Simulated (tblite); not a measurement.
Input of a run (GFN2-xTB geometry optimisation, gas phase (tblite 0.8.0)), started from a force field or distance geometry:
```
{"job": {"kind": "relax", "xc": "GFN2-xTB", "basis": "xTB"}, "charge": 0, "multiplicity": 1}
C     -2.451300    -0.569800     0.593800
S     -1.682600     0.474300    -0.632300
O     -2.606100     1.530700    -0.932800
O     -1.163200    -0.369400    -1.690100
C     -0.312700     1.229500     0.201300
C      0.652000     0.190400     0.633000
O      0.402200    -0.638000     1.493100
O      1.846800     0.334700    -0.002600
Si     3.134300    -0.683900     0.239100
H     -1.848700    -1.448600     0.783600
H     -2.613800     0.009800     1.506000
H     -3.430100    -0.884300     0.195100
H     -0.674300     1.803500     1.064200
H      0.153300     1.925700    -0.517200
H      2.753700    -2.070400    -0.081800
H      3.594300    -0.562800     1.653000
H      4.239200    -0.259200    -0.650800
```

Output (eV, eV/Å):
```
step      E/eV     max force
  0    -864.77375    1.815
  1    -864.88784    1.792
  2    -864.93093    0.972
  3    -864.95677    0.495
  4    -864.97739    0.404
  5    -864.98616    0.358
  6    -864.99547    0.246
  7    -865.00334    0.225
  8    -865.00920    0.207
  9    -865.01349    0.148
 10    -865.01707    0.153
 11    -865.02018    0.135
 12    -865.02250    0.100
 13    -865.02415    0.113
 14    -865.02551    0.116
 15    -865.02660    0.081
 16    -865.02738    0.070
 17    -865.02797    0.066
 18    -865.02856    0.081
 19    -865.02921    0.062
 20    -865.02985    0.060
 21    -865.03048    0.058
 22    -865.03115    0.079
 23    -865.03197    0.086
 24    -865.03303    0.092
 25    -865.03432    0.096
 26    -865.03577    0.096
 27    -865.03729    0.113
 28    -865.03884    0.112
 29    -865.04039    0.091
 30    -865.04182    0.088
 31    -865.04295    0.092
 32    -865.04372    0.073
 33    -865.04428    0.069
 34    -865.04486    0.082
 35    -865.04582    0.105
 36    -865.04748    0.161
 37    -865.05005    0.173
 38    -865.05314    0.147
 39    -865.05608    0.137
 40    -865.05880    0.159
 41    -865.06066    0.197
 42    -865.06200    0.221
 43    -865.06490    0.142
 44    -865.06698    0.096
 45    -865.06850    0.106
 46    -865.06995    0.124
 47    -865.07124    0.079
 48    -865.07215    0.063
 49    -865.07287    0.073
 50    -865.07355    0.120
 51    -865.07459    0.112
 52    -865.07620    0.070
 53    -865.07762    0.102
 54    -865.07877    0.104
 55    -865.08016    0.090
 56    -865.08171    0.107
 57    -865.08326    0.094
 58    -865.08354    0.156
 59    -865.08552    0.103
 60    -865.08639    0.074
 61    -865.08803    0.091
 62    -865.08895    0.134
 63    -865.09091    0.172
 64    -865.09269    0.149
 65    -865.09429    0.100
 66    -865.09499    0.084
 67    -865.09544    0.047
 68    -865.09573    0.041
 69    -865.09599    0.043
 70    -865.09620    0.039
 71    -865.09637    0.035
 72    -865.09650    0.035
 73    -865.09663    0.039
 74    -865.09680    0.047
 75    -865.09698    0.037
 76    -865.09712    0.032
 77    -865.09723    0.030
 78    -865.09734    0.028
 79    -865.09747    0.030
 80    -865.09759    0.022
 81    -865.09768    0.022
 82    -865.09775    0.019
 83    -865.09783    0.024
 84    -865.09791    0.021
 85    -865.09798    0.018
 86    -865.09802    0.019
 87    -865.09808    0.020
 88    -865.09817    0.023
 89    -865.09829    0.021
 90    -865.09838    0.017
 91    -865.09844    0.019
 92    -865.09849    0.019
 93    -865.09856    0.019
 94    -865.09868    0.022
 95    -865.09880    0.023
 96    -865.09890    0.025
 97    -865.09898    0.025
 98    -865.09906    0.023
 99    -865.09916    0.019
100    -865.09928    0.020
101    -865.09939    0.023
102    -865.09949    0.025
103    -865.09959    0.022
104    -865.09972    0.023
105    -865.09985    0.034
106    -865.09993    0.027
107    -865.09998    0.016
108    -865.10001    0.013
109    -865.10003    0.015
110    -865.10006    0.017
111    -865.10009    0.015
112    -865.10011    0.008
```

Problem. Summarise the run.

Solution. The energy falls by 31.5 kJ/mol over 112 L-BFGS steps, the largest force on an atom goes from 1.82 to 0.008 eV/Å, and the atoms move by 0.519 Å rms after alignment. The bond that changes most is S2–C5 (sulfonyl sulfur to sp3 carbon bound to sulfur), which lengthens by 0.070 Å. Bonds longer at the end by more than 0.005 Å: 4 of 16; shorter: 10. Among the angles that change most is O8–Si9–H17, from 108.4° to 97.0°. Among the dihedrals that turn most is H10–C1–S2–C5, from -73° to -48°. The energy never rose by more than 1e-5 eV on the way. The first step brought 35 % of the lowering.

Problem. What are the final bond lengths?

Solution. C1–S2 1.805 Å, S2=O3 1.435 Å, S2=O4 1.434 Å, S2–C5 1.842 Å, C5–C6 1.495 Å, C6=O7 1.207 Å, C6–O8 1.306 Å, O8–Si9 1.672 Å, C1–H10 1.083 Å, C1–H11 1.082 Å, C1–H12 1.083 Å, C5–H13 1.084 Å, C5–H14 1.084 Å, Si9–H15 1.454 Å, Si9–H16 1.461 Å, Si9–H17 1.456 Å. Numbering counts from 1 in the input's order; the species is `CS(=O)(=O)CC(=O)O[SiH3]`.

Hardware: an Intel Xeon at 2.50 GHz with one thread, on a shared host. Cost: 2.9 s wall.

Its GFN2-xTB frequencies are all real (lowest 33 cm⁻¹). One conformer, not necessarily the lowest. 3 starts were optimised and ended at 0.00, 0.01 and 2.24 kcal/mol (GFN2-xTB); the lowest of these is shown.

All values are computed, not measured.
